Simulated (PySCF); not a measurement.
Isomers of C4H11ClSi.

All values: CAM-B3LYP/def2-SVPD (PySCF) at PBE0-D3(BJ)/def2-SVP geometries, gas phase, one conformer each. Core orbitals are frozen in the response; Δα² is half the sum of the squared differences of the principal polarisabilities.

(1) Rank by vertical ionisation energy (ΔSCF), lowest first.
A. `[CH3:1][SiH2:2][C@@H:3]([CH3:4])[CH2:5][Cl:6]` with C1–Si2–C3–C4 -167°, Si2–C3–C5–Cl6 -57°
B. `[CH3:1][CH2:2][CH2:3][SiH2:4][CH2:5][Cl:6]` with C1–C2–C3–Si4 -62°, C2–C3–Si4–C5 -167°, C3–Si4–C5–Cl6 -179°
C. `[CH3:1][SiH2:2][C:3]([CH3:4])([CH3:5])[Cl:6]` with C1–Si2–C3–C4 56°

(2) Rank by polarisability anisotropy Δα, highest first.
A. `[CH3:1][SiH2:2][C@@H:3]([CH3:4])[CH2:5][Cl:6]` with C1–Si2–C3–C4 -167°, Si2–C3–C5–Cl6 -57°
B. `[CH3:1][SiH2:2][C:3]([CH3:4])([CH3:5])[Cl:6]` with C1–Si2–C3–C4 56°
C. `CC(C)(C)[SiH2]Cl`
D. `[CH3:1][CH:2]([CH3:3])[SiH2:4][CH2:5][Cl:6]` with C1–C2–Si4–C5 -56°, C2–Si4–C5–Cl6 -179°
E. `[CH3:1][CH2:2][CH2:3][SiH2:4][CH2:5][Cl:6]` with C1–C2–C3–Si4 -62°, C2–C3–Si4–C5 -167°, C3–Si4–C5–Cl6 -179°

(3) Rank by HOMO energy, lowest first.
A. `[CH3:1][SiH2:2][C:3]([CH3:4])([CH3:5])[Cl:6]` with C1–Si2–C3–C4 56°
B. `[CH3:1][SiH2:2][C@@H:3]([CH3:4])[CH2:5][Cl:6]` with C1–Si2–C3–C4 -167°, Si2–C3–C5–Cl6 -57°
C. `CC(C)([SiH2]Cl)C`

Results:

(1) C (9.92 eV), B (10.10 eV), A (10.25 eV).

(2) E (4.81 Å³), D (4.57 Å³), C (2.14 Å³), A (1.75 Å³), B (1.44 Å³).

(3) B (-9.57 eV), C (-9.36 eV), A (-9.19 eV).

All values together:

```
             SMILES  μ (D)  HOMO (eV)  LUMO (eV)  α (Å³)  Δα (Å³)  ΔSCF removal energy (eV)
   CC(C)(C)[SiH2]Cl   2.07      -9.36       1.05   13.24     2.14                     10.02
   C[SiH2]C(C)(C)Cl   1.83      -9.19       1.08   13.44     1.44                      9.92
     CC(C)[SiH2]CCl   2.69      -9.17       0.93   13.55     4.57                      9.92
C[SiH2][C@@H](C)CCl   2.05      -9.57       1.11   13.30     1.75                     10.25
       CCC[SiH2]CCl   2.75      -9.27       0.97   13.53     4.81                     10.10
```

Conformers: `[CH3:1][SiH2:2][C:3]([CH3:4])([CH3:5])[Cl:6]` with C1–Si2–C3–C4 56°; `[CH3:1][CH:2]([CH3:3])[SiH2:4][CH2:5][Cl:6]` with C1–C2–Si4–C5 -56°, C2–Si4–C5–Cl6 -179°; `[CH3:1][SiH2:2][C@@H:3]([CH3:4])[CH2:5][Cl:6]` with C1–Si2–C3–C4 -167°, Si2–C3–C5–Cl6 -57°; `[CH3:1][CH2:2][CH2:3][SiH2:4][CH2:5][Cl:6]` with C1–C2–C3–Si4 -62°, C2–C3–Si4–C5 -167°, C3–Si4–C5–Cl6 -179°.
